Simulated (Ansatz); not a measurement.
Computed with Ansatz on PBE0-D4/def2-TZVP structures; ΔE is electronic, products minus reactants. CBS: MP2 limit from def2 TZ/QZ plus the TZ coupled-cluster correction, frozen cores. This one scheme is used for every species. Elements past krypton have def2 core potentials. For Br, In outer-core shells are correlated without core-valence functions, which leaves a few kJ/mol of doubt a bond. Scalar relativity is left out up to krypton. One conformer a species, not always the lowest.

Consider the ligand exchange at the In–Br bond: `C[O][In]([F])[Br]` + HCl → `C[O][In]([F])[Cl]` + HBr.

| species | CCSD/def2-SVP energy (Eh) |
| --- | --- |
| `C[O][In]([F])[Br]` | -2975.98048 |
| HCl | -460.09995 |
| `C[O][In]([F])[Cl]` | -863.14058 |
| HBr | -2572.93322 |

(1) Work out ΔE.

Largest T1 diagnostic among the species: 0.016.

Answers

(1) ΔE = (-863.14058) + (-2572.93322) − (-2975.98048) − (-460.09995) = 0.00663 Eh = +17.4 kJ/mol. CCSD(T)/CBS gives +22.7 kJ/mol.

At CCSD(T), def2-SVP lies −5.4 kJ/mol from the extrapolated value and def2-TZVPP −2.0 kJ/mol. Leaving LDA and LC-ωPBE aside and taking each functional with its dispersion term where it has one, the values, not all of them listed here, spread over 5.5 kJ/mol, from B97M-V to PBE-QIDH.
